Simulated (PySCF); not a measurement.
Run record for `C(/C=C/C#CCC)C`: PBE0/def2-SVP, TDA, 25 singlets.

Method: TDA PBE0/def2-SVP, vertical, gas phase, core orbitals frozen in the response (PySCF 2.14.0, density-fitted response routines). Geometry: GFN2-xTB. A driver script takes a list of jobs; this job's settings line and coordinates (Å) are shown.

Command:
```bash
OMP_NUM_THREADS=1 python probes_run.py task.json out
```

Input:
```
{"job": {"kind": "uv", "xc": "PBE0", "basis": "def2-SVP", "nstates": 25, "ntriplets": 5, "tda": true}, "charge": 0, "multiplicity": 1}
C      3.778638     0.429815    -0.744320
C      3.355680     0.027075     0.668904
C      1.923129    -0.173167     0.754287
C      0.730912    -0.333241     0.793235
C     -0.663000    -0.535178     0.856489
C     -1.466609    -0.429818    -0.199480
C     -2.944761    -0.635462    -0.158003
C     -3.686890     0.638052    -0.565006
H      4.855789     0.576362    -0.789337
H      3.501882    -0.343928    -1.457056
H      3.288128     1.355595    -1.036742
H      3.859667    -0.900994     0.957439
H      3.648228     0.805013     1.381392
H     -1.057762    -0.796032     1.831935
H     -1.052619    -0.161700    -1.163128
H     -3.252688    -0.936522     0.845700
H     -3.214363    -1.439427    -0.850373
H     -3.455839     1.445398     0.126665
H     -3.391049     0.946963    -1.565342
H     -4.761621     0.471872    -0.558173
```

Q: Predict the output.

A: 
```
coarse grid: 16128 points
cycle   1  E = -311.2913765976  dE =  8.320e-01  |g| = 4.119e-01  |ddm| = 4.642e+00
cycle   2  E = -311.3021000063  dE = -1.072e-02  |g| = 3.745e-01  |ddm| = 9.303e-01
cycle   3  E = -311.3405443641  dE = -3.844e-02  |g| = 4.845e-02  |ddm| = 4.314e-01
cycle   4  E = -311.3407157326  dE = -1.714e-04  |g| = 4.060e-02  |ddm| = 8.057e-02
cycle   5  E = -311.3411131755  dE = -3.974e-04  |g| = 1.139e-02  |ddm| = 4.370e-02
cycle   6  E = -311.3411450653  dE = -3.189e-05  |g| = 2.624e-03  |ddm| = 1.334e-02
cycle   7  E = -311.3411467515  dE = -1.686e-06  |g| = 1.001e-03  |ddm| = 3.804e-03
final grid: 154128 points
cycle   8  E = -311.3904853064  dE = -3.762e-05  |g| = 8.180e-03  |ddm| = 4.213e-02
cycle   9  E = -311.3904842807  dE =  1.026e-06  |g| = 8.570e-03  |ddm| = 1.689e-02
cycle  10  E = -311.3905036124  dE = -1.933e-05  |g| = 5.828e-04  |ddm| = 8.349e-03
cycle  11  E = -311.3905036985  dE = -8.614e-08  |g| = 1.514e-04  |ddm| = 7.815e-04
cycle  12  E = -311.3905037026  dE = -4.025e-09  |g| = 8.586e-05  |ddm| = 2.365e-04
cycle  13  E = -311.3905037046  dE = -2.022e-09  |g| = 1.510e-05  |ddm| = 1.065e-04
cycle  14  E = -311.3905037046  dE = -6.480e-11  |g| = 1.755e-06  |ddm| = 2.362e-05
converged SCF energy = -311.3905037046

Static polarisability (au): isotropic 93.277, principal 59.403 72.924 147.504

Singlet excitations
state   eV       nm        f      main configurations
  1   5.3447    232.0   0.00038   H-1->L 0.98
  2   5.7908    214.1   0.53484   H->L 0.78, H-1->L+1 0.10
  3   6.1998    200.0   0.00081   H->L+1 0.90
  4   7.4748    165.9   0.07000   H->L+2 0.84
  5   7.6211    162.7   0.16430   H->L+3 0.77, H-1->L+1 0.10
  6   7.7491    160.0   0.45626   H-2->L 0.23, H-3->L 0.21, H-1->L+1 0.20
  7   7.8593    157.8   0.19326   H-3->L 0.34, H->L+4 0.19, H-2->L 0.12
  8   7.8761    157.4   0.00459   H->L+4 0.56, H-3->L 0.28
  9   7.9531    155.9   0.04222   H->L+5 0.31, H-2->L 0.30, H-1->L+1 0.18
 10   8.2099    151.0   0.01798   H-4->L 0.84, H-3->L 0.10
 11   8.4679    146.4   0.12953   H-1->L+3 0.48, H-1->L+2 0.22, H->L+5 0.13
 12   8.6767    142.9   0.01343   H-1->L+2 0.49, H-1->L+3 0.16, H-1->L+5 0.11
 13   8.7140    142.3   0.02707   H->L+6 0.72, H-1->L+2 0.11
 14   8.8137    140.7   0.02658   H-2->L+1 0.27, H-1->L+5 0.20, H->L+7 0.15
 15   8.8542    140.0   0.01701   H->L+7 0.77
 16   8.8777    139.7   0.06569   H-1->L+4 0.24, H->L+5 0.21, H-1->L+3 0.16
 17   8.9513    138.5   0.01181   H-1->L+5 0.35, H-2->L+1 0.34
 18   9.0291    137.3   0.03260   H-1->L+4 0.37, H-5->L 0.36
 19   9.0823    136.5   0.01128   H-5->L 0.48, H->L+8 0.33
 20   9.1814    135.0   0.01751   H-6->L 0.46, H->L+9 0.24
 21   9.1840    135.0   0.00705   H-6->L 0.42, H->L+9 0.31
 22   9.2229    134.4   0.01716   H-8->L 0.52, H-7->L 0.28
 23   9.3835    132.1   0.05526   H-7->L 0.48, H-8->L 0.24
 24   9.5514    129.8   0.03309   H-1->L+6 0.83, H-1->L+7 0.11
 25   9.5996    129.2   0.00036   H->L+11 0.57, H->L+10 0.27, H->L+12 0.09

Triplet excitations (Tamm-Dancoff, eV): 3.4078 5.0117 5.6133 5.8877 5.9928
```

The SCF starts on a coarse grid where the log names one; the energy can jump when the final grid takes over, and dE then counts from the start density on the new grid. H and L stand for HOMO and LUMO; the number after each pair is its weight.

Q: Give S1 in cm⁻¹ and kJ/mol.

A: 5.3447 eV × 8065.54 = 43108 cm⁻¹; × 96.485 = 515.7 kJ/mol.

Q: How does the lowest singlet excitation compare with the HOMO–LUMO gap?

A: HOMO -6.33 eV and LUMO -0.26 eV give a gap of 6.07 eV; S1 at 5.34 eV lies 0.73 eV below it.

In short: SCF converged in 14 cycles with 172 basis and 884 fitting functions; HOMO -6.33 eV, LUMO -0.26 eV; lowest singlet 5.34 eV; lowest triplet 3.41 eV (Tamm–Dancoff); mean polarisability 93.3 au.

Hardware: Intel Xeon Platinum 8488C, one thread, shared host with 192 logical CPUs at a one-minute load of 71. Cost: 29 s, 0.80 GiB resident at most.

Conformer computed: `[CH3:1][CH2:2][C:3]#[C:4]/[CH:5]=[CH:6]/[CH2:7][CH3:8]`: C5–C6–C7–C8 119°.

One conformer stands for the species.
